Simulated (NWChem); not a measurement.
hydronium (H3O cation); SMILES [OH3+]

```xyz
4

O      0.0000     0.0000     0.0788
H      0.6693     0.6693    -0.2074
H      0.2450    -0.9143    -0.2074
H     -0.9143     0.2450    -0.2074
```
Atoms are numbered in this order, from 1.

Computed with NWChem. The geometry was optimised at B3LYP/6-31G* (spherical d). B3LYP is NWChem's, with the RPA form of VWN correlation. Isotropic indirect couplings, all four terms, static geometry, non-relativistic.

Problem. Estimate the computed values for B3LYP/IGLO-III. Quantities: J(17O atom 1, 1H atom 3) (Hz); J(1H atom 3, 1H atom 4) (Hz).

Solution. 
```json
{
 "J(17O atom 1, 1H atom 3) (Hz)": "-112.8",
 "J(1H atom 3, 1H atom 4) (Hz)": "-4.1"
}
```
